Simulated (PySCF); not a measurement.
## Ionisation energy of Au by level of theory

Au [Xe] 4f14 5d10 6s1 (2S) → Au⁺ [Xe] 4f14 5d10 (1S), as a difference of total energies. Calculation: PySCF 2.14, in ANO-RCC-VTZP (8s7p5d3f1g, 84 functions); scalar relativity by spin-free X2C-1e. Correlated levels: valence: [Xe] 4f14 frozen. The calculations carry no spin-orbit coupling.

| method | ionisation energy (eV) | error (eV) |
| --- | --- | --- |
| UHF | 7.680 | -1.546 |
| MP2 (valence) | 9.145 | -0.081 |
| SCS-MP2 (valence) | 8.951 | -0.275 |
| CCSD (valence) | 8.911 | -0.315 |
| CCSD(T) (valence) | 9.017 | -0.209 |

Reference: 9.226 eV (measured; NIST Atomic Spectra Database, ionization energies).

Errors of the correlated levels include the incompleteness of this basis and the frozen core.
